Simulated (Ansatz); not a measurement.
`O[SiH2]N[SiH2][SiH3]` + `C[NH][AlH2]` → `O[SiH2][NH][AlH2]` + `CN[SiH2][SiH3]`  (redistribution)

Isolated molecules relaxed with PBE0-D4/def2-TZVP in Ansatz; ΔE leaves out vibrations. CBS: MP2 limit from def2 TZ/QZ plus the TZ coupled-cluster correction, frozen cores. DFT in def2-TZVPP. One conformer a species, not always the lowest.

```tsv
level	ΔE (kcal/mol)
B2PLYP	0.8
HF/CBS(def2)	-0.5
```

(1) What does CCSD(T)/CBS give? (An estimate is asked.)

Largest T1 diagnostic among the species: 0.012.

Results:

(1) Computed: +1.3 kcal/mol. The listed levels differ from it by -0.5, -1.8 kcal/mol.

In def2-TZVPP, CCSD(T) changes the Hartree–Fock value by +1.7 kcal/mol (the triples alone add +0.2 kcal/mol) and MP2 by +1.6 kcal/mol. The D4 term adds +1.0 kcal/mol with B3LYP and +0.5 kcal/mol with PBE0; it sums over pairs of atoms, weighted by their polarisabilities, and B3LYP, whose exchange is more repulsive, gets the larger term.

B3LYP here is the variant with VWN-RPA as its local correlation; programs differ in this.
